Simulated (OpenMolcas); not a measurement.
Pd2+ (d8) among equal point charges was computed by CASSCF with the d shell active (OpenMolcas, ANO-RCC-VTZP on the metal). Its lowest spin-free states, and all those of the highest spin:

```json
{"2S+1": "1", "Degeneracy": "1", "E (cm-1)": "0.0"}
{"2S+1": "3", "Degeneracy": "2", "E (cm-1)": "3246"}
{"2S+1": "3", "Degeneracy": "2", "E (cm-1)": "8289"}
{"2S+1": "1", "Degeneracy": "2", "E (cm-1)": "18402"}
{"2S+1": "1", "Degeneracy": "2", "E (cm-1)": "18533"}
{"2S+1": "3", "Degeneracy": "1", "E (cm-1)": "28713"}
{"2S+1": "3", "Degeneracy": "2", "E (cm-1)": "28883"}
{"2S+1": "3", "Degeneracy": "2", "E (cm-1)": "35542"}
{"2S+1": "1", "Degeneracy": "2", "E (cm-1)": "40683"}
{"2S+1": "1", "Degeneracy": "2", "E (cm-1)": "41828"}
{"2S+1": "1", "Degeneracy": "1", "E (cm-1)": "42178"}
{"2S+1": "3", "Degeneracy": "1", "E (cm-1)": "42948"}
```

Q: Is the site octahedral, tetrahedral or cube-like, axial, or of lower symmetry?

A: The states with 2S+1 = 3 have orbital degeneracies 2, 2, 1, 2, 2, 1. There are pairs but no triples, so the site is axial: not cubic, but with a proper or improper axis of order three or more. The run had Pd2+ among 5 point charges of -2 e arranged as a trigonal bipyramid (D3h), 1.74 Å from the ion, with the axial distance 1.549 Å. The active orbitals were held to one l.

Without dynamic correlation the repulsion within the d shell is too large (B by tens of per cent), so at a given field states of lower spin stand too high. Real 4d8 and 5d8 ions are as a rule square planar and diamagnetic. This shell can be high or low spin here, a state of another spin lies low, and with metal d orbitals alone active their balance is uncertain, so the ground spin may be wrong, although the usual error favours high spin. This is an electrostatic model: the charges have no orbitals. An unlabelled pair can be two single states that coincide in this model. No measured value stands beside these numbers.
